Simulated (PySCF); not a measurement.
Cd(I)(Et) (C2H5CdI), SMILES C[CH2][Cd][I].

Geometry: PBE0-D3(BJ)/def2-SVP. The structure was generated by enumeration; whether it is a known compound was not checked. The def2 effective core potentials stand for the cores of Cd, I; spin–orbit coupling is left out. Other conformers were not sampled.

Level of theory: PBE0-D3(BJ)/def2-SVP (PySCF 2.14.0).

Frequencies are harmonic and unscaled.

```json
[
 {"mode": "1", "ν (cm⁻¹)": "57", "IR (km/mol)": "0.9", "Raman (Å⁴/amu)": "0.4", "depolarisation": "0.68", "moving atoms (share of kinetic energy)": "Cd 38 %, C 36 %, H 15 %, I 12 %"},
 {"mode": "2", "ν (cm⁻¹)": "79", "IR (km/mol)": "1.2", "Raman (Å⁴/amu)": "0.4", "depolarisation": "0.75", "moving atoms (share of kinetic energy)": "H 32 %, Cd 31 %, C 30 %"},
 {"mode": "3", "ν (cm⁻¹)": "187", "IR (km/mol)": "10.3", "Raman (Å⁴/amu)": "17.2", "depolarisation": "0.27", "moving atoms (share of kinetic energy)": "I 43 %, C 28 %, Cd 22 %"},
 {"mode": "4", "ν (cm⁻¹)": "238", "IR (km/mol)": "10.7", "Raman (Å⁴/amu)": "0.8", "depolarisation": "0.32", "moving atoms (share of kinetic energy)": "C 43 %, Cd 31 %, H 17 %, I 9 %"},
 {"mode": "5", "ν (cm⁻¹)": "241", "IR (km/mol)": "0.9", "Raman (Å⁴/amu)": "0.1", "depolarisation": "0.75", "moving atoms (share of kinetic energy)": "H 88 %, C 10 %"},
 {"mode": "6", "ν (cm⁻¹)": "486", "IR (km/mol)": "14.8", "Raman (Å⁴/amu)": "42.8", "depolarisation": "0.22", "moving atoms (share of kinetic energy)": "C 66 %, H 21 %, Cd 13 %"},
 {"mode": "7", "ν (cm⁻¹)": "638", "IR (km/mol)": "23.3", "Raman (Å⁴/amu)": "0.2", "depolarisation": "0.75", "moving atoms (share of kinetic energy)": "H 83 %, C 17 %"},
 {"mode": "8", "ν (cm⁻¹)": "938", "IR (km/mol)": "2.4", "Raman (Å⁴/amu)": "0.2", "depolarisation": "0.75", "moving atoms (share of kinetic energy)": "H 92 %, C 8 %"},
 {"mode": "9", "ν (cm⁻¹)": "967", "IR (km/mol)": "5.1", "Raman (Å⁴/amu)": "1.5", "depolarisation": "0.27", "moving atoms (share of kinetic energy)": "H 85 %, C 15 %"},
 {"mode": "10", "ν (cm⁻¹)": "1056", "IR (km/mol)": "4.2", "Raman (Å⁴/amu)": "18.0", "depolarisation": "0.64", "moving atoms (share of kinetic energy)": "C 74 %, H 26 %"},
 {"mode": "11", "ν (cm⁻¹)": "1185", "IR (km/mol)": "63.5", "Raman (Å⁴/amu)": "130.5", "depolarisation": "0.25", "moving atoms (share of kinetic energy)": "H 67 %, C 33 %"},
 {"mode": "12", "ν (cm⁻¹)": "1242", "IR (km/mol)": "2.7", "Raman (Å⁴/amu)": "1.3", "depolarisation": "0.75", "moving atoms (share of kinetic energy)": "H 76 %, C 24 %"},
 {"mode": "13", "ν (cm⁻¹)": "1393", "IR (km/mol)": "6.9", "Raman (Å⁴/amu)": "16.9", "depolarisation": "0.57", "moving atoms (share of kinetic energy)": "H 82 %, C 18 %"},
 {"mode": "14", "ν (cm⁻¹)": "1439", "IR (km/mol)": "0.9", "Raman (Å⁴/amu)": "10.9", "depolarisation": "0.72", "moving atoms (share of kinetic energy)": "H 89 %, C 11 %"},
 {"mode": "15", "ν (cm⁻¹)": "1471", "IR (km/mol)": "1.7", "Raman (Å⁴/amu)": "18.1", "depolarisation": "0.71", "moving atoms (share of kinetic energy)": "H 97 %"},
 {"mode": "16", "ν (cm⁻¹)": "1476", "IR (km/mol)": "9.1", "Raman (Å⁴/amu)": "24.4", "depolarisation": "0.75", "moving atoms (share of kinetic energy)": "H 97 %"},
 {"mode": "17", "ν (cm⁻¹)": "3038", "IR (km/mol)": "43.4", "Raman (Å⁴/amu)": "275.3", "depolarisation": "0.13", "moving atoms (share of kinetic energy)": "H 97 %"},
 {"mode": "18", "ν (cm⁻¹)": "3075", "IR (km/mol)": "10.9", "Raman (Å⁴/amu)": "141.6", "depolarisation": "0.12", "moving atoms (share of kinetic energy)": "H 95 %"},
 {"mode": "19", "ν (cm⁻¹)": "3120", "IR (km/mol)": "15.7", "Raman (Å⁴/amu)": "179.6", "depolarisation": "0.62", "moving atoms (share of kinetic energy)": "H 91 %, C 9 %"},
 {"mode": "20", "ν (cm⁻¹)": "3130", "IR (km/mol)": "0.1", "Raman (Å⁴/amu)": "134.8", "depolarisation": "0.75", "moving atoms (share of kinetic energy)": "H 91 %, C 9 %"},
 {"mode": "21", "ν (cm⁻¹)": "3149", "IR (km/mol)": "20.2", "Raman (Å⁴/amu)": "28.2", "depolarisation": "0.75", "moving atoms (share of kinetic energy)": "H 90 %, C 10 %"}
]
```
